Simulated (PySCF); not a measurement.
Species: C3H12N2OSi2.
InChI=1S/C3H12N2OSi2/c1-5(2)3(6)8(4)7/h8H,4H2,1-2,7H3/t8-/m0/s1

Theory: TDDFT CAM-B3LYP/def2-SVPD, vertical, gas phase, core orbitals frozen in the response (PySCF). The structure is a single PBE0-D3(BJ)/def2-SVP conformer in the gas phase; no vibrational or solvent corrections. Torsions of this conformer, `[CH3:1][N:2]([CH3:3])[C:4](=[O:5])[Si@@H:6]([NH2:7])[SiH3:8]`: C1–N2–C4–O5 175°, N2–C4–Si6–N7 -35°, H–N7–Si6–C4 -68°, H–N7–Si6–C4 153°.

Each state is given a Gaussian of 0.3 eV full width at half maximum, with ε(max) = 2.175×10⁸ f / Δν̃ (Δν̃ the width in cm⁻¹). The width is an assumption, not a result. The curve ends short of the highest state used, and states not computed would add to its high-energy end.

E (eV), ε (L mol⁻¹ cm⁻¹) and a bar:
```
     4.28          2 
     4.38         23 
     4.49        176 
     4.59        582 #
     4.69       1039 ##
     4.79       1001 ##
     4.89        521 #
     4.99        146 
     5.09         22 
     5.19          2 
     5.29          0 
     5.39          0 
     5.50          1 
     5.60         16 
     5.70        208 
     5.80       1427 ###
     5.90       5366 ############
     6.00      11171 #########################
     6.10      13180 ##############################
     6.20       9375 #####################
     6.30       5070 ############
     6.40       3562 ########
     6.50       3450 ########
     6.61       3201 #######
```

(1) Where are the band maxima, and which computed states make them?

(2) On this curve, what absorbance would a 10⁻⁴ mol/L sample give at 193 nm over a 1 cm path?

(3) Coming from long wavelengths, where does ε first pass 100 L mol⁻¹ cm⁻¹?

Results:

(1) 262 nm (4.73 eV), ε about 1100, made up of S1 (100%); 204 nm (6.08 eV), ε about 13000, made up of S2 (83%) and S3 (16%) (ε in L mol⁻¹ cm⁻¹; maxima over ε = 5, shares over 10%). The states used: S1 4.73 eV (f 0.012); S2 6.06 eV (f 0.125); S3 6.17 eV (f 0.031); S4 6.42 eV (f 0.023); S5 6.59 eV (f 0.020); S6 6.71 eV (f 0.010); S7 6.93 eV (f 0.029); S8 7.04 eV (f 0.023); S9 7.17 eV (f 0.062); S10 7.21 eV (f 0.022).

(2) 193 nm is 6.424 eV, where ε is about 3500 L mol⁻¹ cm⁻¹, so A = ε c l ≈ 0.35 (Beer–Lambert, with the gas-phase spectrum and the assumed width).

(3) At about 278 nm (4.46 eV), 0.28 eV below S1.

The vertical ionisation energy (ΔSCF) is 8.70 eV, 1.50 eV above S10.
